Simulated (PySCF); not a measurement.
This PySCF input asks for the NMR shieldings of SMILES c1ccc(-c2cpcs2)cc1, C9H7PS; the geometry comes from GFN2-xTB.

```python
import basis_set_exchange as bse
import numpy as np
from pyscf import gto, dft
from pyscf.prop import nmr

atoms = """
C    -2.825677    0.535309   -0.603420
C    -2.459316   -0.112341    0.564973
C    -1.128801   -0.367161    0.835291
C    -0.136542    0.022284   -0.065919
C     1.269221   -0.234631    0.213097
C     1.773280   -1.212957    1.018698
P     3.518725   -1.336995    1.211884
C     3.805388   -0.011338    0.178558
S     2.465656    0.780590   -0.529705
C    -0.517894    0.674570   -1.239031
C    -1.849363    0.927352   -1.504170
H    -3.866236    0.736636   -0.809376
H    -3.216329   -0.415556    1.273141
H    -0.853701   -0.851248    1.760222
H     1.123391   -1.916883    1.514316
H     4.775985    0.378953   -0.071610
H     0.239770    0.976851   -1.947881
H    -2.126315    1.432882   -2.417389
"""
names = dict.fromkeys(["C", "P", "S", "H"], "pcSseg-1")
basis = {el: gto.basis.parse(bse.get_basis(n, elements=[el], fmt="nwchem")) for el, n in names.items()}
mol = gto.M(atom=atoms, basis=basis, charge=0, verbose=0)
mf = dft.RKS(mol, xc="PBE0")
mf.grids.level = 2
mf.grids.alignment = dft.numint.BLKSIZE   # the property module wants whole blocks of grid points
mf.conv_tol = 1e-9
mf.kernel()

calc = nmr.RKS(mf)   # GIAO
C = mf.mo_coeff
Co = C[:, mf.mo_occ > 0]
resp = mf.gen_response(singlet=True, hermi=2)
def vind(x):   # induced exchange potential for any number of trial vectors
    d = np.einsum("pi,xij,qj->xpq", C, 2 * x.reshape(-1, C.shape[1], Co.shape[1]), Co, optimize=True)
    return np.einsum("xpq,pi,qj->xij", resp(d - d.transpose(0, 2, 1)), C, Co, optimize=True).ravel()
mo1, _ = nmr.rhf.solve_mo1(calc, with_cphf=vind)
sigma = calc.kernel(mo1)
for i, s in enumerate(sigma):   # ppm
    w = np.linalg.eigvalsh((s + s.T) / 2)
    print("%2d %-2s iso %8.1f  s11 %8.1f  s22 %8.1f  s33 %8.1f" % (i, mol.atom_pure_symbol(i), w.mean(), *w))
```

Q: What does it print?

A: 
```
 0 C  iso     52.8  s11    -57.7  s22     38.3  s33    177.8
 1 C  iso     52.1  s11    -59.0  s22     38.3  s33    177.1
 2 C  iso     55.6  s11    -45.3  s22     42.7  s33    169.4
 3 C  iso     47.5  s11    -48.3  s22     21.4  s33    169.4
 4 C  iso     18.9  s11    -53.9  s22      8.2  s33    102.5
 5 C  iso     40.4  s11    -59.3  s22     33.9  s33    146.7
 6 P  iso     78.4  s11   -199.3  s22     92.2  s33    342.4
 7 C  iso     16.8  s11   -137.2  s22     38.6  s33    149.1
 8 S  iso    177.4  s11     30.3  s22    191.3  s33    310.7
 9 C  iso     53.2  s11    -46.1  s22     44.0  s33    161.6
10 C  iso     52.2  s11    -58.5  s22     38.2  s33    176.7
11 H  iso     24.1  s11     20.8  s22     24.8  s33     26.7
12 H  iso     24.0  s11     20.4  s22     24.4  s33     27.1
13 H  iso     23.6  s11     18.4  s22     23.2  s33     29.4
14 H  iso     23.2  s11     19.5  s22     22.6  s33     27.6
15 H  iso     23.0  s11     20.8  s22     22.8  s33     25.3
16 H  iso     23.6  s11     17.7  s22     22.7  s33     30.5
17 H  iso     24.0  s11     20.4  s22     24.4  s33     27.2
```

These numbers come from an equivalent density-fitted implementation of the same equations, which agrees with the script to about 0.01 ppm for H and up to a few tenths of a ppm for heavy atoms, so last digits may differ.

Q: Turn these shieldings into chemical shifts. δ = σ(ref) − σ, references computed at the same level: ¹³C (σ = 186.93 ppm) and ¹H (σ = 31.72 ppm) vs TMS; ³¹P (σ = 318.38 ppm) against H3PO4; ³³S (σ = 503.73 ppm) against CS2.

A: Averaging equivalent atoms: C 7: 170.1; C 4: 168.0; C 5: 146.5; C 3: 139.4; C 1/10: 134.8; C 0: 134.2; C 2/9: 132.5; P 6: 239.9; S 8: 326; H 15: 8.74; H 14: 8.50; H 13/16: 8.09; H 12/17: 7.74; H 11: 7.62 ppm. Experimental scales use liquid or dissolved standards, which lie at an offset from isolated H3PO4.

Size and cost of the density-fitted run: 236 basis functions, about 120 core-seconds.
